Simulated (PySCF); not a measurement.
HOSi, SMILES O=[SiH] (connectivity only; charge and spin as stated), charge +1, multiplicity 1.

Coordinates come from a PBE0-D3(BJ)/def2-TZVPD optimisation. The multiplicity is an assumed one; other spin states were not compared. The isomer is the one that the SMILES or the coordinates give; other isomers of the formula were not compared.

The numbers are results of PySCF with PBE/def2-TZVPD, not measurements.

Isolated molecule, no solvent.

The total energy is -364.75634 hartree. The point group is C∞v and the highest occupied level comes out as -15.84 eV. The lowest empty level is -10.99 eV. The orbital gap is 4.85 eV. The dipole moment about the centre of nuclear charge comes out as 5.47 D. The mean static polarisability is 22.6 bohr³ (3.35 Å³) and the polarisability, principal values is 18.4, 18.4, 31.2 bohr³.
